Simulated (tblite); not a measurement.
C7H8NP.
Structure used (GFN2-xTB), in Å, numbered top down from 1:
```
atom  x, y, z in Å
C1     3.1938   -0.0034    0.6722
C2     2.1944    0.5094   -0.0259
P3     1.2327   -0.3902   -1.2817
C4    -0.3792   -0.2559   -0.4229
C5    -1.0841    0.9439   -0.4619
C6    -2.2993    1.0337    0.1940
C7    -2.7689   -0.0892    0.8594
N8    -2.1154   -1.2381    0.8885
C9    -0.9571   -1.3195    0.2655
H10    3.7568    0.5863    1.3777
H11    3.4947   -1.0329    0.5624
H12    1.9182    1.5524    0.0812
H13    1.5304   -1.6706   -0.8032
H14   -0.6811    1.7917   -1.0002
H15   -2.8697    1.9501    0.1860
H16   -3.7110   -0.0734    1.3913
H17   -0.4622   -2.2823    0.3152
```

Computed with GFN2-xTB (tblite): harmonic, unscaled wavenumbers at the GFN2-xTB geometry, gas phase. Errors from tens to a few hundred cm⁻¹ against measured bands are possible. Modes of hydrogen on phosphorus can be 10 to 20 % off. One conformer, not necessarily the lowest.

Harmonic wavenumbers (cm⁻¹): 29.3, 51.7, 107.0, 202.2, 238.5, 328.1, 354.5, 402.3, 431.2, 559.0, 594.9, 684.2, 696.5, 709.0, 771.5, 833.1, 854.7, 890.0, 895.2, 911.8, 926.1, 992.1, 1002.8, 1017.8, 1093.9, 1131.9, 1137.9, 1195.1, 1241.0, 1262.4, 1279.8, 1390.9, 1397.6, 1430.9, 1560.6, 1562.1, 1655.8, 2266.8, 3022.7, 3035.2, 3053.0, 3060.1, 3085.0, 3088.3, 3109.3.

A = 3080, B = 827.9, C = 796.8 MHz; mass 137.039 u (most abundant isotopes); point group C1, symmetry number 1.

Question: What is the zero-point energy?

Answer: Half the sum of the wavenumbers: 27772 cm⁻¹ = 332.23 kJ/mol.

Question: Entropy at 500 K, 1 bar (ideal gas, RRHO, classical rotation)?

Answer: Translation 180.97, rotation 129.66, vibration 185.64: S = 496.3 J/(mol K).

Question: And Cp and H(500 K) − H(0)?

Answer: Cp = 221.88 J/(mol K), of which vibrations give 188.62 (their classical limit is 45 R = 374.2); H(500 K) − H(0) = 63.90 kJ/mol without the zero-point energy, 47.27 from vibrations.

Question: How do the functions run with temperature in this model?

Answer: 
```json
{"T (K)": "50", "S (J/(mol K))": "251.6", "Cp (J/(mol K))": "53.4", "H − H(0) (kJ/mol)": "2.18", "G − H(0) (kJ/mol)": "-10.40", "ln q(vib)": "0.87"}
{"T (K)": "100", "S (J/(mol K))": "293.3", "Cp (J/(mol K))": "68.9", "H − H(0) (kJ/mol)": "5.23", "G − H(0) (kJ/mol)": "-24.10", "ln q(vib)": "2.06"}
{"T (K)": "298.15", "S (J/(mol K))": "401.4", "Cp (J/(mol K))": "147.0", "H − H(0) (kJ/mol)": "26.22", "G − H(0) (kJ/mol)": "-93.47", "ln q(vib)": "6.41"}
{"T (K)": "373.15", "S (J/(mol K))": "437.8", "Cp (J/(mol K))": "177.9", "H − H(0) (kJ/mol)": "38.42", "G − H(0) (kJ/mol)": "-124.94", "ln q(vib)": "8.08"}
{"T (K)": "750", "S (J/(mol K))": "598.2", "Cp (J/(mol K))": "280.0", "H − H(0) (kJ/mol)": "127.27", "G − H(0) (kJ/mol)": "-321.41", "ln q(vib)": "16.56"}
{"T (K)": "1000", "S (J/(mol K))": "684.1", "Cp (J/(mol K))": "315.8", "H − H(0) (kJ/mol)": "202.08", "G − H(0) (kJ/mol)": "-482.00", "ln q(vib)": "21.84"}
```

q(vib) and H(0) count from the zero-point level.

Question: Blend soft modes into free rotors: weight 1/[1 + (100 cm⁻¹/ν̃)⁴] for the oscillator and the rest for a rotor with moment μB/(μ + B), μ = h/(8π²ν), B = 10⁻⁴⁴ kg m². What vibrational entropy results?

Answer: 167.19 J/(mol K) in place of 185.64, which changes −T·S at 500 K by +9.22 kJ/mol.

Question: Which modes carry the vibrational entropy at 500 K?

Answer: 29.3 cm⁻¹: 28.88; 51.7 cm⁻¹: 24.16; 107.0 cm⁻¹: 18.14; 202.2 cm⁻¹: 12.93; 238.5 cm⁻¹: 11.61; 328.1 cm⁻¹: 9.09 J/(mol K); the other 39 give 80.82 together.

Hindered rotation and anharmonicity are outside this model. Other conformers, if any are populated, would add a mixing term that is left out. The structure is chiral; the term R ln 2 for an equal mix with its mirror image is left out.
